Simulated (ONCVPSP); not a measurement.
## Reading a pseudo-wave (fluorine (F))

Columns: radius, all-electron u(r) and pseudo u(r) of the 2s shell (level -30.13 eV) of fluorine in the configuration [He] 2s1 2p6; LDA (Perdew-Zunger), scalar-relativistic, ONCV scheme, ONCVPSP 4.0.1.

| r (bohr) | all-electron | pseudo |
| --- | --- | --- |
| 0.055 | -0.3981 | 0.0509 |
| 0.110 | -0.4391 | 0.1093 |
| 0.165 | -0.3054 | 0.1802 |
| 0.220 | -0.0990 | 0.2651 |
| 0.275 | 0.1243 | 0.3631 |
| 0.330 | 0.3355 | 0.4713 |
| 0.385 | 0.5206 | 0.5854 |
| 0.440 | 0.6742 | 0.6986 |
| 0.495 | 0.7958 | 0.8021 |
| 0.550 | 0.8870 | 0.8879 |
| 0.605 | 0.9516 | 0.9516 |
| 0.660 | 0.9931 | 0.9931 |
| 0.715 | 1.0153 | 1.0153 |
| 0.770 | 1.0215 | 1.0215 |
| 0.825 | 1.0149 | 1.0149 |
| 0.880 | 0.9982 | 0.9982 |
| 0.935 | 0.9738 | 0.9738 |
| 0.990 | 0.9436 | 0.9436 |
| 1.045 | 0.9091 | 0.9091 |
| 1.100 | 0.8718 | 0.8718 |
| 1.155 | 0.8326 | 0.8326 |
| 1.210 | 0.7924 | 0.7924 |
| 1.265 | 0.7519 | 0.7519 |
| 1.320 | 0.7116 | 0.7116 |
| 1.375 | 0.6720 | 0.6720 |
| 1.430 | 0.6333 | 0.6333 |

(1) How many radial nodes do the two functions have?

(2) At about which radius was the pseudo-wave matched?

(3) Where does each function peak?

(4) Is the pseudo-wave norm-conserving?

## Answers

(1) The all-electron 2s function has n − l − 1 = 1; the pseudo-wave has 0, since the states of the same l below it are removed with the core.

(2) 0.70 bohr. The columns agree to 0.0005 from 0.60 bohr on; several derivatives are matched, so the curves merge somewhat inside the radius.

(3) Outermost all-electron maximum near 0.77 bohr, pseudo maximum near 0.77 bohr (to the table’s step).

(4) Yes: the ONCV scheme keeps the norm inside the radius equal to the all-electron one, which fixes the energy derivative of the logarithmic derivative at the level.
